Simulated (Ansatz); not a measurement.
Mulliken charges of Cl₂HO₂Si (`[O][Si](O)(Cl)Cl`) radical from r2SCAN/def2-TZVPP in Ansatz (PBE0-D4/def2-TZVP geometry).

| atom | x (Å) | y (Å) | z (Å) | charge (e) |
| --- | --- | --- | --- | --- |
| O1 | -1.226 | 0.181 | 1.212 | -0.278 |
| Si2 | -0.271 | 0.041 | -0.124 | 0.787 |
| O3 | 1.052 | -0.856 | 0.115 | -0.366 |
| Cl4 | -1.218 | -0.789 | -1.696 | -0.190 |
| Cl5 | 0.111 | 2.012 | -0.434 | -0.171 |
| H6 | 1.594 | -0.653 | 0.881 | 0.219 |

By hand: the dipole of these point charges (1 e Å = 4.8032 D).

Σ q r = (0.304, -0.042, 0.113) e Å, of length 0.327 e Å = 1.57 D.

How does the dipole of the full density compare? (Estimate.)

The calculation gave: (0.357, 0.013, 0.103) e Å, 1.79 D; the point charges give 0.88 times that, at 10° from its direction.

Point charges leave out the atoms' own dipoles, such as those of lone pairs, and Mulliken's split depends on the basis, so the close match here is no proof of good charges.
